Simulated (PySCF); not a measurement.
GeH₄O₂S₂. Atoms are numbered in the order given.

```xyz
9

O      0.3059    -1.4338    -1.2276
Ge     0.0000     0.0000    -0.2344
O     -0.3059     1.4338    -1.2276
S     -1.8654    -0.1610     0.9304
S      1.8654     0.1610     0.9304
H     -0.5050    -1.7805    -1.6190
H      0.5050     1.7805    -1.6190
H     -2.3677     0.9273     0.3047
H      2.3677    -0.9273     0.3047
```

Geometry: PBE0-D3(BJ)/def2-SVP. This is a generated structure with no PubChem entry under its InChIKey; it may be hypothetical. The values are those of a single conformer.

These are PBE/def2-TZVP (PySCF) values and carry that method's errors.

Symmetry labels are those of the subgroup C2 that the program uses (full group C2).

Task: List the valence orbital energies around the gap with their symmetry. (The exact figures need the calculation; the answer reports its results.)

Result: 
```json
[
 {"orbital": "HOMO−7", "symmetry": "A", "energy (eV)": "-9.53"},
 {"orbital": "HOMO−6", "symmetry": "B", "energy (eV)": "-9.14"},
 {"orbital": "HOMO−5", "symmetry": "A", "energy (eV)": "-8.99"},
 {"orbital": "HOMO−4", "symmetry": "B", "energy (eV)": "-8.00"},
 {"orbital": "HOMO−3", "symmetry": "A", "energy (eV)": "-7.70"},
 {"orbital": "HOMO−2", "symmetry": "B", "energy (eV)": "-7.47"},
 {"orbital": "HOMO−1", "symmetry": "A", "energy (eV)": "-6.71"},
 {"orbital": "HOMO", "symmetry": "B", "energy (eV)": "-6.38"},
 {"orbital": "LUMO", "symmetry": "A", "energy (eV)": "-1.58"},
 {"orbital": "LUMO+1", "symmetry": "B", "energy (eV)": "-0.82"},
 {"orbital": "LUMO+2", "symmetry": "A", "energy (eV)": "-0.51"},
 {"orbital": "LUMO+3", "symmetry": "A", "energy (eV)": "-0.07"}
]
```
